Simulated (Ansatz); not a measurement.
Total energies of AlCl₃ from Ansatz at r2SCAN-D4/def2-TZVPD, gas phase (1 Eh = 27.2114 eV = 2625.5 kJ/mol). The reference geometry is relaxed at PBE-D4/def2-TZVP.

```tsv
state	geometry	energy (Eh)
charge 0 singlet	reference	-1623.18431
charge -1 doublet	reference	-1623.19081
free Al atom (doublet)	–	-242.33061
free Cl atom (doublet)	–	-460.11735
```

(1) Work out the vertical electron affinity, to the doublet.

(2) What is the binding energy per atom against free atoms?

(1) E(charge 0 singlet) − E(charge -1 doublet) = -1623.18431 − (-1623.19081) = 0.00650 Eh = 0.18 eV.

(2) Atoms: 1 × (-242.33061) + 3 × (-460.11735) = -1622.68266 Eh. Binding: -1622.68266 − (-1623.18431) = 0.50165 Eh = 13.65 eV, or 3.41 eV for each of 4 atoms (no zero-point energy, no counterpoise term).

At r2SCAN-D4/def2-TZVPD the highest occupied level of the charge -1 doublet lies above zero (up to 1.56 eV). By energy differences its removal costs 0.18 eV (vertical, to the charge 0 singlet, at r2SCAN-D4/def2-TZVPD); a positive level beside a positive removal energy at the same level points to self-interaction error.
